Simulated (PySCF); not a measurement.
**Ba²⁹⁺: fine-structure interval**

Ba²⁹⁺ [Ar] 3d9 [3d3/2^4 3d5/2^5, M_J = 5/2] → Ba²⁹⁺ [Ar] 3d9 [3d3/2^3 3d5/2^6, M_J = 3/2], as a difference of total energies. All numbers are calculated (PySCF 2.14, the two-component X2C-1e Hamiltonian, in an even-tempered Gaussian basis (16 s from 4.6 bohr⁻², ratio 2.8; 12 p from 6 bohr⁻², ratio 2.8; 8 d from 6 bohr⁻², ratio 2.8; 3 f from 25 bohr⁻², ratio 3)). Correlated levels: [Ne] frozen; the 74 highest virtual spinors dropped. "Screened" scales the spin-orbit matrix elements by Boettger's factors to mimic the two-electron term; Breit and QED terms are absent.

```tsv
method	fine-structure interval (cm⁻¹)
GHF (screened spin-orbit)	135950
GMP2 (screened spin-orbit)	135760
GHF (bare spin-orbit)	165700
```
